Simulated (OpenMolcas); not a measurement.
## Rh3+: moving or changing the point charges

Rh3+ among 3 point charges of -1 e arranged as a planar triangle (D3h), 2.2 Å from the ion.
```
   2.2000    0.0000    0.0000  -1.00
  -1.1000    1.9053    0.0000  -1.00
  -1.1000   -1.9053    0.0000  -1.00
```

```
Program             : OpenMolcas 26.06
Method              : CASSCF
Basis               : ANO-RCC-VTZP [7s6p4d2f1g]
Scalar Hamiltonian  : DKH2, point nucleus
Active space        : 6 electrons in 5 orbitals (4d)
State averaging     : 2S+1 = 5 even, 5 roots; 2S+1 = 3 even, 45 roots; 2S+1 = 1 even, 50 roots
Spin-orbit coupling : state interaction with AMFI integrals over the reference wave functions
```

Runs around this geometry, states (labels of D3, the rotations of D3h). Energies in cm-1 above the lowest state or level, χT in cm3 K/mol.

| R (Å) | q (e) | Ground state | First state of that spin | First gap with spin-orbit (degeneracies) | χT at 300 K | First state of another spin |
| --- | --- | --- | --- | --- | --- | --- |
| 2.2 | -0.5 | 5A1 | 5E 285.0 | 56.4 (1, 2) | 5.365 | 3E 19592 |
| 2.1 | -1 | 5A1 | 5E 810.6 | 82.6 (1, 2) | 5.102 | 3E 20017 |
| 2.2 | -1 | 5A1 | 5E 738.3 | 79.9 (1, 2) | 5.143 | 3E 19971 |
| 2.45 | -1 | 5A1 | 5E 589.1 | 72.5 (1, 2) | 5.233 | 3E 19865 |

Taking the first state of the same spin as R^-n, n = -ln(589.1 / 810.6) / ln(2.45 / 2.1) = 2.1 between the shortest and longest distance.

Without dynamic correlation the repulsion within the d shell is too large (B by tens of per cent), so at a given field states of lower spin stand too high. Point charges give a weaker field than real ligands, and real ions of this kind are as a rule low spin; the high spin found here belongs to the model. Spin-orbit coupling mixes the spin-free states strongly: the lowest level takes only 58 % from its leading state, 5A1 (figures for R = 2.2, q = -0.5; the like holds for R = 2.1, q = -1, R = 2.2, q = -1, R = 2.45, q = -1). The ground term spreads over less than 5000 cm-1, several times less than with real ligands, so orbital moments are less quenched and χT lies further from the spin-only value than at real sites (holds for R = 2.2, q = -0.5; R = 2.2, q = -1; R = 2.45, q = -1). Point charges carry no covalency, so the field is a model and not that of real ligands. No measured value stands beside these numbers.
